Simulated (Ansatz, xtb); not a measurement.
Relative energy of two isomers of Cl2FH2Si2+

Structure X is `F[SiH2][Si+](Cl)Cl`, a singlet and structure Y is `F[Si+](Cl)[SiH2]Cl`, a singlet. Both are isolated ions in the gas phase, relaxed with PBE-D3(BJ)/def2-SVP; the shapes shown needn't be the lowest conformers.

X (Å):

```xyz
7

Cl    0.4228    1.7744    3.0566
Cl   -0.7997   -1.3414    3.6418
F     0.0539    1.1217   -0.6479
Si   -0.4954   -0.2943   -0.0881
Si   -0.2832    0.0580    2.2955
H    -1.9586   -0.4901   -0.3039
H     0.4169   -1.4393   -0.3748
```

Y (Å):

```xyz
7

Cl   -1.1289    2.6026    0.3798
Cl   -1.0152   -0.6151   -2.0427
F    -1.2457    0.7312    2.7410
Si   -1.1690    0.7558    1.1399
Si   -1.1120   -1.3064   -0.1302
H     0.1339   -1.9560    0.3782
H    -2.4057   -1.9488    0.2522
```

**Question.** Estimate which is lower in electronic energy at CCSD(T)/def2-SVP + ΔMP2/def2-TZVPP, and by roughly how much.

**Answer.** Too close to call at this level: CCSD(T)/def2-SVP + ΔMP2/def2-TZVPP gives E(Y) − E(X) = +0.055 eV.

Level by level:

| level | geometry | E(Y) − E(X) (eV) | departure from the last row (eV) | job, with rough time for the two |
| --- | --- | --- | --- | --- |
| PBE-D3(BJ)/def2-SVP | PBE-D3(BJ)/def2-SVP | +0.048 | −0.007 | optimisation, 2.5 min |
| HF/def2-SVP | PBE-D3(BJ)/def2-SVP | +0.081 | +0.026 | part of the CCSD(T) run |
| MP2/def2-SVP | PBE-D3(BJ)/def2-SVP | +0.060 | +0.005 | part of the CCSD(T) run |
| CCSD(T)/def2-SVP | PBE-D3(BJ)/def2-SVP | +0.070 | +0.015 | single point |
| CCSD(T)/def2-SVP + ΔMP2/def2-TZVPP | PBE-D3(BJ)/def2-SVP | +0.055 |  | single point, 73 s |

As drawn, both hold the same kinds of bond in the same numbers.

The largest departure from CCSD(T)/def2-SVP + ΔMP2/def2-TZVPP is that of HF/def2-SVP, 0.026 eV. Levels run at GFN2-xTB geometries aren't shown. The last row adds to CCSD(T) the change of the MP2 difference between the two basis sets, here −0.015 eV.

With harmonic frequencies from PBE-D3(BJ)/def2-SVP (ideal gas, rigid rotor, one conformer each, 200 K, 1 atm): on the last row, ΔE + ΔZPE = +0.049 eV. A mode under 50 cm⁻¹ makes harmonic enthalpies and free energies unreliable, so none is given.

The correlated steps freeze 21 core orbitals. Run with Ansatz 0.2.0; the last row on 1 thread of Intel(R) Xeon(R) Processor @ 2.50GHz (Skylake/Cascade Lake) on a shared host.
